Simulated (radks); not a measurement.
Fractional charge and spin in the 3p shell of potassium: the spin-up occupation runs from 2 to 3 and the spin-down occupation from 2 to 3; the fullest corner is K+, [Ne] 3s2 3p(up 3, down 3). All-electron calculation, scalar-relativistic Kohn-Sham, PBE, spin-polarised, spherical densities, finite nucleus; Fermi nuclear charge, rms radius of each element as measured or else 0.836 A^(1/3) + 0.57 fm. Program: a radial shooting solver on a logarithmic mesh with Libxc functionals. Energy (eV) minus the two flat planes that join the four corners (they meet along the diagonal where the two added fractions sum to one electron); zero is where a piecewise linear energy would lie.

down \ up,2,2.25,2.5,2.75,3
2,0.000,-1.414,-1.876,-1.400,0.000
2.25,-1.414,-1.795,-1.243,0.228,-1.291
2.5,-1.876,-1.243,0.304,-1.144,-1.710
2.75,-1.400,0.228,-1.144,-1.639,-1.274
3,0.000,-1.291,-1.710,-1.274,0.000

Corners above the fullest one (they belong to K2+ and the next ion): (up 3, down 2) 31.629 eV, (up 2, down 3) 31.629 eV, (up 2, down 2) 78.829 eV. With half an added electron in each spin the energy lies 0.304 eV from the planes, and with half an added electron in spin up alone -1.876 eV. The planes are only a guide here: the flat-plane condition holds for ground states with one frontier orbital, while this shell is degenerate and averaged over m.
